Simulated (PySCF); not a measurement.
**One molecule, many functionals**

Compound: hydrogen diatomic, H₂.
InChI=1S/H2/h1H

Linear-response calculations in the def2-SVPD basis (PySCF; singlets by full response, triplets Tamm–Dancoff, core orbitals frozen in the response; HF means time-dependent Hartree–Fock). 'Strongest' is the level of largest summed f among the singlets computed (10 roots, of which the last may lack a degenerate partner); it can jump between rows when another state enters that window. S1 is the lowest singlet of each run and needn't be the same state throughout; f(S1) is that of one state. Geometry: PBE0-D3(BJ)/def2-SVP; no solvent, vibrations or thermal averaging.

```tsv
functional	kind	S1 (eV)	f(S1)	strongest (eV)	T1 (eV)	HOMO (eV)	gap (eV)	ionisation energy, ΔSCF (eV)
LDA	LDA	12.18	0.408	13.83	10.14	-10.05	11.14	16.05
PBE	GGA	12.34	0.400	14.08	9.89	-10.18	11.24	16.07
B3LYP	global hybrid, 20% exact exchange	12.56	0.414	14.25	10.05	-11.60	13.07	16.36
PBE0	global hybrid, 25% exact exchange	12.68	0.418	14.32	10.02	-11.81	13.67	16.09
BHandHLYP	global hybrid, 50% exact exchange	12.88	0.433	14.49	10.08	-13.41	15.82	16.19
CAM-B3LYP	range-separated hybrid	12.56	0.420	14.19	10.02	-13.40	16.00	16.29
wB97X-D	range-separated hybrid	12.70	0.418	14.28	10.65	-13.85	17.51	16.22
LC-wPBE	range-separated hybrid	12.79	0.425	14.30	10.06	-14.95	18.79	16.23
HF	Hartree–Fock	13.22	0.453	14.75	9.76	-15.95	20.18	not settled
```

S1 runs from 12.18 eV (LDA) to 13.22 eV (HF), a spread of 1.04 eV, while the orbital gap spreads over 9.0 eV. Along PBE (0%), B3LYP (20%), PBE0 (25%), BHandHLYP (50%), HF (100%) S1 rises with the share of exact exchange. −ε(HOMO) comes closest to its own ΔSCF ionisation energy with LC-wPBE (-1.28 eV) and misses most with LDA (-5.99 eV). 'Not settled' means that the ion's SCF failed to converge or may have ended in another state than the lowest.
